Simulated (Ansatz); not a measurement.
All numbers were calculated with Ansatz.

A structure relaxed at PBE0-D4/def2-TZVP, charge 0, multiplicity 1:

```xyz
12

B    -1.5792    0.7812   -2.1599
C    -1.3906    0.9240   -0.6553
C    -0.3766    0.2704   -0.0598
Se   -0.0148    0.3465    1.7878
Si    1.8138   -1.0236    1.8056
H    -2.4647    1.3409   -2.7385
H    -0.8180    0.0885   -2.7758
H    -2.0459    1.5368   -0.0390
H     0.2919   -0.3477   -0.6532
H     1.4526   -2.3724    1.3033
H     2.8940   -0.4565    0.9607
H     2.2375   -1.0881    3.2241
```

(1) Give its formula and SMILES.

(2) Point group (tolerance 0.08 Å, 0.16 Å for H)?

(3) Summarise the bond lengths by kind.

Answers

(1) C2H7BSeSi, `B/C=C/[Se][SiH3]`.

(2) Cs.

(3) 1 × B–C 1.523 Å; 2 × B–H 1.197 to 1.199 Å; 1 × C–C 1.345 Å; 2 × C–H 1.087 to 1.088 Å; 1 × C–Se 1.884 Å; 1 × Se–Si 2.285 Å; 3 × H–Si 1.482 to 1.484 Å.
